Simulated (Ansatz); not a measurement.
Gas-phase electronic energies from Ansatz, PBE0-D4/def2-TZVP geometries. CCSD(T)/CBS adds triple-zeta CCSD(T) − MP2 to the extrapolated MP2 energy (def2 sets, frozen cores). This one scheme is used for every species. Functionals use def2-TZVPP. B3LYP here is the variant with VWN-RPA as its local correlation; programs differ in this. def2 core potentials past Kr. For Sb outer-core shells are correlated without core-valence functions, which leaves a few kJ/mol of doubt a bond. Each species was taken in one conformer, which may not be the lowest.

`C[SiH2][SbH][SH]` + CH₃OH → `CO[SiH2]C` + `[SH][SbH2]`  (cleavage of the Si–Sb bond)

CCSD(T)/CBS gives -0.56 eV.

Another level gave -0.51 eV. Which?
A. PBE0/def2-TZVPP
B. B97M-V/def2-TZVPP
C. PBE-D4/def2-TZVPP
D. B3LYP-D4/def2-TZVPP

A. PBE0 -0.51, B3LYP-D4 -0.61, B97M-V -0.73, PBE-D4 -0.43 eV.

Largest T1 diagnostic among the species: 0.013.

In def2-TZVPP, CCSD(T) changes the Hartree–Fock value by +0.22 eV (the triples alone add +0.04 eV) and MP2 by +0.26 eV. From PBE to PBE0 (25 % exact exchange), in def2-TZVPP and without D4, ΔE moves by −0.04 eV. The D4 term adds +0.08 eV with B3LYP and +0.04 eV with PBE0; it sums over pairs of atoms, weighted by their polarisabilities, and B3LYP, whose exchange is more repulsive, gets the larger term.
